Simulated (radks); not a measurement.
The strontium ion Sr3+, configuration [Ar] 3d10 4s2 4p5.

All-electron calculation, Dirac Kohn-Sham, PBE, spin-unpolarised, spherical densities, finite nucleus; open shells fill j = l - 1/2 first; Fermi nuclear charge, rms radius 4.224 fm. Program: a radial shooting solver on a logarithmic mesh with Libxc functionals.

Energy parts (hartree):
| part | energy |
|---|---|
| total | -3177.57056 |
| kinetic | 3273.24933 |
| electron-nucleus | -7630.01092 |
| Hartree | 1283.43561 |
| exchange-correlation | -104.24459 |

Orbitals (lengths in bohr, moments of r in powers of bohr):
| orbital | occ. | eigenvalue (hartree) | <1/r> | <r^2> | <r^4> |
|---|---|---|---|---|---|
| 1s1/2 | 2 | -586.5722 | 39.00 | 0.002067 | 0.00001103 |
| 2s1/2 | 2 | -80.38109 | 8.780 | 0.03501 | 0.002120 |
| 2p1/2 | 2 | -73.25317 | 8.751 | 0.02669 | 0.001435 |
| 2p3/2 | 4 | -70.73894 | 8.411 | 0.02810 | 0.001574 |
| 3s1/2 | 2 | -13.36971 | 2.935 | 0.2776 | 0.1210 |
| 3p1/2 | 2 | -10.78055 | 2.826 | 0.2817 | 0.1321 |
| 3p3/2 | 4 | -10.39475 | 2.745 | 0.2936 | 0.1432 |
| 3d3/2 | 4 | -5.85091 | 2.523 | 0.2990 | 0.1820 |
| 3d5/2 | 6 | -5.78350 | 2.502 | 0.3033 | 0.1871 |
| 4s1/2 | 2 | -2.53449 | 1.016 | 1.987 | 5.965 |
| 4p1/2 | 2 | -1.87412 | 0.9021 | 2.479 | 9.615 |
| 4p3/2 | 3 | -1.82681 | 0.8824 | 2.572 | 10.33 |

The highest occupied level is 4p3/2 at -49.710 eV. The density falls to 0.001 e/bohr^3 at r = 3.15 bohr. For comparison, the ionisation energy in NIST's Atomic Spectra Database is 56.280 eV (semi-empirical). In exact Kohn-Sham theory the highest level is minus the ionisation energy, but local and semilocal functionals leave it too shallow, through self-interaction and a potential that decays too fast; potentials with the right tail come closer.

Beside tabulated values, note that spin-unpolarised runs miss the spin-polarisation part of the exchange energy of open shells.
